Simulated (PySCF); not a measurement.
## From computed data to an observable: oscillator strength and radiative lifetime

2-bromopropane (C3H7Br), SMILES CC(C)Br.

Coordinates come from a B3LYP-D3(BJ)/def2-SVP optimisation.

TDA-ωB97X/def2-SVPD (PySCF 2.14.0) puts the first singlet state with f over 0.02 at 8.06 eV (vertical), with the transition dipole (0.368, -0.638, 0.000) in atomic units.

### Question
Find the oscillator strength, the wavelength and the radiative lifetime that this transition would have in vacuum if emission retraced absorption.

### Answer

|μ|² = 0.5425 au, so |μ| = 1.87 D. ΔE = 8.06/27.211 = 0.2962 hartree. f = (2/3) ΔE |μ|² = 0.107 (the program prints 0.107).
λ = 1239.84/8.06 = 154 nm; ν = 65008 cm⁻¹.
Einstein's coefficient A = 0.6670 ν² f s⁻¹ (ν in cm⁻¹) = 3.0e8 s⁻¹, so τ = 1/A = 3.3 ns. This state is S3; the lower singlets have f = 0.000, 0.000. The figure is the radiative limit of this one transition; relaxation, internal conversion, crossing to triplets and a medium change what is measured.
